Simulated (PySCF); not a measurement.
## In (indium, neutral) across methods

[Kr] 4d10 5s1 5p2, high-spin 4P determinant (an excited configuration). Computed with PySCF 2.14 in x2c-QZVPPall (13s9p7d4f1g, 112 functions), with the spin-free X2C one-electron Hamiltonian (Gaussian nucleus).

| method | E (hartree) | mean ε 4d β (eV) | mean ε 5s α (eV) | mean ε 5p α (eV) | Σ⟨r²⟩ (bohr²) | ⟨S²⟩ |
| --- | --- | --- | --- | --- | --- | --- |
| r2SCAN | -5880.85 | -20.122 | -10.154 | -3.956 | 60.66 | 3.754 |
| PBE | -5880.42 | -19.667 | -9.728 | -3.717 | 61.61 | 3.752 |
| LDA | -5875.01 | -19.839 | -9.952 | -3.792 | 61.33 | 3.752 |
| PBE0 | -5880.50 | -22.096 | -10.987 | -4.563 | 61.14 | 3.752 |
| B3LYP | -5880.90 | -21.641 | -10.695 | -4.285 | 61.47 | 3.751 |
| PBEsol | -5877.65 | -19.628 | -9.781 | -3.720 | 61.23 | 3.752 |
| UHF | -5878.21185 | -28.494 | -14.163 | -6.754 | 61.75 | 3.754 |
